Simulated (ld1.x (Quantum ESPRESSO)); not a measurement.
# tellurium: one change to a TM potential, before and after

ld1.x (Quantum ESPRESSO) 7.5 input, shortened:

```
&input
   title='Te', zed=52., rel=2, dft='WC', iswitch=3,
   config='[Kr] 4d10 5s2 5p4', rel_dist='average'
 /
 &inputp
   pseudotype=2, tm=.true., lloc=-1, rcloc=1.85,
   nlcc=.true., new_core_ps=.true., rcore=0.95
 /
3
5S  1  0   2.00   0.00  1.60  1.60  0.0
5P  2  1   4.00   0.00  1.85  1.85  0.0
4D  3  2  10.00   0.00  1.55  1.55  0.0
 &test
   configts(1)='4d10 5s2 5p4'
 /
```

Open shells are filled in proportion to 2j + 1 (rel_dist='average').

Change: wave 4d (bound): rc 1.55 bohr becomes 4d (bound): rc 1.24 bohr.

Cutoffs: the cutoffs (Ry, on a coarse ladder) from which the occupation-weighted sum of valence levels, in a spherical-Bessel basis at the reference potential, stays within 10 and 1 mRy of its value at 400 Ry; they do not see the model core or the augmentation charge, which bear on the density cutoff. Errors are all-electron minus pseudo energies relative to the spin-unpolarised reference configuration.

Q: What does the change do?

A: The potential gets harder (90 Ry and 160 Ry → 110 Ry and 180 Ry); both files keep a bound ghost (s); of the 7 tests that both files solve, the error grows in 0 and shrinks in 1 by more than 15 % and 0.3 meV (median size 84.7 → 84.3 meV). A smaller radius makes the pseudo-wave follow the all-electron one further in, where it bends more sharply, so more plane waves are needed.

```tsv
quantity	base	changed
cutoff, loose	90 Ry	110 Ry
cutoff, tight	160 Ry	180 Ry
loose cutoff by channel (10 mRy a level)	s 18 Ry, p 10 Ry, d 80 Ry	s 18 Ry, p 10 Ry, d 90 Ry
bound ghosts	s	s
error for 4d10 5s2 5p3, meV [ΔE 9.78 eV]	+5.6	+5.6
error for 4d10 5s2 5p2, meV [ΔE 27.80 eV]	+30	+30
error for 4d10 5s2 5p1, meV [ΔE 54.83 eV]	+85	+84
error for 4d9 5s2 5p5, meV [ΔE 38.11 eV]	+137	+112
error for 4d10 5s2 5p0, meV [ΔE 91.43 eV]	+180	+179
error for 4d10 5s1 5p4, meV [ΔE 19.63 eV]	+16	+16
error for 4d9 5s2 5p4, meV [ΔE 49.16 eV]	+335	+314
s: phases at 2.00 bohr within 0.05 rad from the reference energy up to (Ry; the scan ends near 5)	-0.6	-0.6
p1/2: phases at 2.00 bohr within 0.05 rad from the reference energy up to (Ry; the scan ends near 5)	1.6	1.6
p3/2: phases at 2.00 bohr within 0.05 rad from the reference energy up to (Ry; the scan ends near 5)	0.7	0.7
d3/2: phases at 2.00 bohr within 0.05 rad from the reference energy up to (Ry; the scan ends near 5)	0.8	0.9
d5/2: phases at 2.00 bohr within 0.05 rad from the reference energy up to (Ry; the scan ends near 5)	0.9	0.9
```

 A true bound ghost makes a file unfit for plane-wave use even where its test errors are small: the radial tests pick states by their node count and pass the ghost by.
